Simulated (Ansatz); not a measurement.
Molecule: C3H4N, charge 0, multiplicity 2. It need not be the lowest isomer of its formula. 
Geometry from a B3LYP-D3(BJ)/def2-TZVP (Ansatz, an electronic-structure program) optimisation:
```xyz
8

C     -1.5958     0.1356    -0.0750
C     -0.3195    -0.4769    -0.5251
N      0.8153     0.0496     0.1537
C      1.7356     0.4869     0.7180
H     -1.6177     0.8171     0.7603
H     -2.5138    -0.1446    -0.5697
H     -0.3272    -1.5646    -0.3723
H     -0.1705    -0.3286    -1.6017
```
Charge 0, spin multiplicity 2.

**Question.** Give the harmonic wavenumbers at B3LYP-D3(BJ)/def2-TZVP (Ansatz, finite differences of forces, unscaled).

**Answer.** 40, 194, 261, 441, 492, 837, 918, 1060, 1100, 1247, 1374, 1448, 1471, 2238, 2979, 3002, 3170, 3287 cm⁻¹. Zero-point energy 36.5 kcal/mol.
